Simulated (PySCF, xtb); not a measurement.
CH5FO2Si2, SMILES O=C(O)[Si@@H](F)[SiH3].

GFN2-xTB run with xtb at its own geometry gives an orbital gap of 3.29 eV and a dipole moment of 2.18 D.

Coordinates come from a ωB97X-D3(BJ)/def2-SVP optimisation. The structure was generated by enumeration; whether it is a known compound was not checked. One conformer was computed; it need not be the lowest.

Task: What does PBE/def2-TZVP in PySCF give? (The exact figures need the calculation; the answer reports its results.)

Result: gap 4.50 eV (levels -6.63 and -2.13 eV), dipole 0.39 D.
